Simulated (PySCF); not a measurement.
PySCF input file for CH₂NO, SMILES [NH]C=O, multiplicity 2, C-PCM-PBE0/def2-SVP. Coordinates come from a PBE0-D3(BJ)/def2-TZVP optimisation. A frequency run showed that this geometry is not a minimum. The isomer is the one that the SMILES or the coordinates give; other isomers of the formula were not compared. The values are those of a single conformer.

```python
import numpy as np
from pyscf import gto, scf, dft
from pyscf.solvent import pcm

mol = gto.M(
    atom='''
    N     0.11319696   -1.10970843    0.00000000
    C    -0.45842469    0.04846100   -0.00000000
    O     0.29638677    1.05559525    0.00000000
    H     1.13290241   -1.11470995   -0.00000000
    H    -1.54582713    0.14714093   -0.00000000
    ''',
    basis='def2-SVP',
    charge=0,
    spin=1,
    max_memory=1600,
    verbose=3,
)
mf = dft.UKS(mol, xc='pbe0').density_fit(auxbasis='def2-universal-jkfit')
mf.grids.level = 3
mf.conv_tol = 1e-9
mf.max_cycle = 100
mf.kernel()
fine, coarse = mf.grids, dft.Grids(mol).set(level=1).build(with_non0tab=True)
for _ in range(3):  # follow internal instabilities
    mf.grids = coarse
    mo, _, stable, _ = mf.stability(return_status=True, nroots=4)
    mf.grids = fine
    if stable:
        break
    mf.kernel(mf.make_rdm1(mo, mf.mo_occ))
res = {}
for name, eps in {'water': 78.355, 'chloroform': 4.7113, 'acetonitrile': 35.688}.items():
    s = mf.PCM()
    s.with_solvent.method, s.with_solvent.eps, s.with_solvent.lebedev_order = 'C-PCM', eps, 29
    s.kernel(mf.make_rdm1())
    res[name] = (s.e_tot, eps, s.dip_moment(), s.mo_energy, s.converged)
    print(f'{name}: electrostatic solvation free energy {(s.e_tot - mf.e_tot) * 627.509474:.3f} kcal/mol')
```

It prints:

```

WARN: HOMO -0.317463886237088 >= LUMO -0.317463886237088

converged SCF energy = -168.881983964748  <S^2> = 0.75629319  2S+1 = 2.0062833
<class 'pyscf.df.df_jk.DFUKS'> wavefunction is stable in the internal stability analysis

WARN: PCM is an experimental feature. It is still in testing.
Features and APIs may be changed in the future.

converged SCF energy = -168.888337035135  <S^2> = 0.75609602  2S+1 = 2.0060868
Dipole moment(X, Y, Z, Debye): -0.65711, -0.45095,  0.00000
water: electrostatic solvation free energy -3.987 kcal/mol

WARN: PCM is an experimental feature. It is still in testing.
Features and APIs may be changed in the future.

converged SCF energy = -168.886959575413  <S^2> = 0.75613507  2S+1 = 2.0061257
Dipole moment(X, Y, Z, Debye): -0.62957, -0.43275,  0.00000
chloroform: electrostatic solvation free energy -3.122 kcal/mol

WARN: PCM is an experimental feature. It is still in testing.
Features and APIs may be changed in the future.

converged SCF energy = -168.888229847242  <S^2> = 0.75609895  2S+1 = 2.0060897
Dipole moment(X, Y, Z, Debye): -0.65492, -0.44943,  0.00000
acetonitrile: electrostatic solvation free energy -3.919 kcal/mol
```

The calculation finished and met its thresholds.

Cost: about 28 core-seconds (a rough figure).
